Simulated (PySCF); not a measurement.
All of these have the formula C5H7FOS. Method: TDDFT PBE0/def2-SVPD, vertical, gas phase, core orbitals frozen in the response (PySCF 2.14.0, density-fitted response routines). Geometries: GFN2-xTB; one conformer of each isolated species. Triplets are in the Tamm–Dancoff approximation.

Question: Rank by computed lowest singlet excitation energy, highest first.
A. `O=[S@]1[C@@H](CC=C1C)F`
B. `C1CC=C([S@@](C1)=O)F`
C. `C=COC(SCF)=C`
D. `O=[S@@]1C=CCC[C@H]1F`
E. `COCSC1=C(F)C1`
F. `CCC(=O)[C@@H]1S[C@H]1F`

Answer: C (5.53 eV), E (5.15 eV), B (4.89 eV), A (4.69 eV), D (4.50 eV), F (3.93 eV).

| SMILES | S1 (eV) | HOMO (eV) | first f ≥ 0.01 (nm) | T1 (eV) | LUMO (eV) | S1 mainly |
| --- | --- | --- | --- | --- | --- | --- |
| C=COC(=C)SCF | 5.53 | -6.88 | 224 | 3.91 | -0.41 | H→L (76%) |
| COCSC1=C(F)C1 | 5.15 | -6.27 | 207 | 4.03 | 0.17 | H→L (93%) |
| O=[S@@]1CCCC=C1F | 4.89 | -7.12 | 212 | 4.08 | -0.75 | H→L (97%) |
| CC1=CC[C@@H](F)[S@@]1=O | 4.69 | -6.94 | 227 | 4.22 | -0.74 | H→L (98%) |
| O=[S@@]1C=CCC[C@H]1F | 4.50 | -6.97 | 208 | 4.07 | -1.00 | H→L (98%) |
| CCC(=O)[C@@H]1S[C@H]1F | 3.93 | -7.23 | 197 | 3.44 | -1.63 | H→L (89%) |

H and L stand for HOMO and LUMO.
